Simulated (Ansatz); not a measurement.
Two isomers of C8H16: A = `C[C@H]1CC[C@H](C)CC1`, B = `C[C@H]1CC[C@@H](C)CC1`.

Program: Ansatz. Geometries: PBE0-D4/def2-TZVP. ΔE: electronic, gas phase. CCSD(T)/CBS is the MP2 limit (def2-TZVPP, def2-QZVPP) plus CCSD(T) − MP2 in def2-TZVPP, frozen cores. Functionals use def2-TZVPP. B3LYP here is the variant with VWN-RPA as its local correlation; programs differ in this.

(1) Which isomer does CCSD(T)/CBS put lower? Give the gap. (Best estimate.)

(2) Give E(B) − E(A) in kJ/mol with B2PLYP, CCSD(T)/def2-TZVPP, ωB97M-V, BLYP-D4, B3LYP, B3LYP-D4, r2SCAN-D4. (Best estimate.)

Largest T1 diagnostic: 0.009.

Answers

(1) Computed: A, by 7.1 kJ/mol.

(2) The calculation gave: B2PLYP 8.4, CCSD(T)/def2-TZVPP 6.6, ωB97M-V 6.8, BLYP-D4 6.1, B3LYP 9.5, B3LYP-D4 6.6, r2SCAN-D4 8.0. None reverses the order clearly.

In def2-TZVPP, CCSD(T) changes the Hartree–Fock value by −3.9 kJ/mol (the triples alone add −0.4 kJ/mol) and MP2 by −4.0 kJ/mol. Leaving LDA and LC-ωPBE aside and taking each functional with its dispersion term where it has one, the values, not all of them listed here, spread over 2.5 kJ/mol, from revPBE-D4 to B2PLYP.
